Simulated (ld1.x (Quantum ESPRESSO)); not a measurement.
# Before and after: PAW potential for manganese

ld1.x (Quantum ESPRESSO) 7.5 input, shortened:

```
&input
   title='Mn', zed=25., rel=1, dft='PBE', iswitch=3,
   config='[Ar] 3d5 4s0 4p0'
 /
 &inputp
   pseudotype=3, lpaw=.true., tm=.true., lloc=-1, rcloc=1.80,
   nlcc=.true., new_core_ps=.true.,
   which_augfun='BESSEL', rmatch_augfun=1.20
 /
6
4S  1  0   0.00   0.00  1.90  2.55  0.0
4S  1  0   0.00  -0.35  1.90  2.55  0.0
4P  2  1   0.00   0.00  1.80  2.45  0.0
4P  2  1   0.00   0.40  1.80  2.45  0.0
3D  3  2   5.00   0.00  1.10  1.50  0.0
3D  3  2   0.00  -1.25  1.10  1.50  0.0
 &test
   configts(1)='3d5 4s0 4p0'
 /
```

All-electron outer shells of the reference configuration (PBE, scalar-relativistic, ld1.x):

```tsv
shell	level (eV)	outermost node (bohr)	outermost maximum (bohr)
3p	-72.43	0.31	0.75
3d	-24.32	–	0.76
4s	-19.44	1.04	2.27
4p	-13.89	1.14	2.67
```

Change: waves 3d (bound): rcut 1.02, rcutus 1.08 bohr; 3d channel at -1.25 Ry: rcut 1.02, rcutus 1.08 bohr.

Cutoffs: the cutoffs (Ry, on a coarse ladder) from which the occupation-weighted sum of valence levels, in a spherical-Bessel basis at the reference potential, stays within 10 and 1 mRy of its value at 400 Ry; they do not see the model core or the augmentation charge, which bear on the density cutoff. Errors are all-electron minus pseudo energies relative to the spin-unpolarised reference configuration.

Task: How do hardness, ghosts and transferability respond?

Result: The potential gets harder (45 Ry and 80 Ry → 90 Ry and 160 Ry); of the 7 tests that both files solve, the error grows in 0 and shrinks in 4 by more than 15 % and 0.3 meV (median size 13.0 → 9.5 meV); neither file shows a bound ghost. A smaller radius makes the pseudo-wave follow the all-electron one further in, where it bends more sharply, so more plane waves are needed. Less of the atom is replaced, so other configurations are described better.

```tsv
quantity	base	changed
cutoff, loose	45 Ry	90 Ry
cutoff, tight	80 Ry	160 Ry
bound ghosts	none	none
error for 3d5 4s2 4p0, meV [ΔE -24.01 eV]	+20	+15
error for 3d5 4s1 4p0, meV [ΔE -15.60 eV]	+6.5	+4.6
error for 3d4 4s0 4p0, meV [ΔE 32.52 eV]	-338	-338
error for 3d5 4s0 4p2, meV [ΔE -16.09 eV]	+2.2	+1.6
error for 3d5 4s0 4p1, meV [ΔE -10.86 eV]	+1.2	+0.9
error for 3d5 4s1.5 4p0, meV [ΔE -20.65 eV]	+13	+9.5
error for 3d6 4s0 4p0, meV [ΔE -17.20 eV]	-112	-112
s: phases at 2.75 bohr within 0.05 rad from the reference energy up to (Ry; the scan ends near 5)	1.0	1.0
p: phases at 2.75 bohr within 0.05 rad from the reference energy up to (Ry; the scan ends near 5)	2.8	2.8
d: phases at 2.75 bohr within 0.05 rad from the reference energy up to (Ry; the scan ends near 5)	to the end of the scan	to the end of the scan
lowest overlap eigenvalue by channel	s 0.35, p 0.57, d 0.96	s 0.35, p 0.57, d 0.99
```
